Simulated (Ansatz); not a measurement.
C2H7GaO, SMILES `OC[CH2][GaH2]`, charge 0, multiplicity 1.

(1) Give a relaxed structure at PBE0-D4/def2-TZVP (Ansatz 0.2.0). (An estimate is asked.)

Results:

(1) Ansatz gave: 
```xyz
11

O    -0.545   -1.188    0.245
C     0.650   -0.494    0.719
C     0.415    0.951    0.347
Ga   -0.925    0.532   -1.095
H    -0.363   -2.109    0.038
H     1.521   -0.903    0.200
H     0.750   -0.692    1.790
H     1.326    1.446    0.012
H    -0.018    1.524    1.168
H    -2.443    0.910   -0.943
H    -0.369    0.025   -2.483
```
This is one stationary point; other conformers may exist.
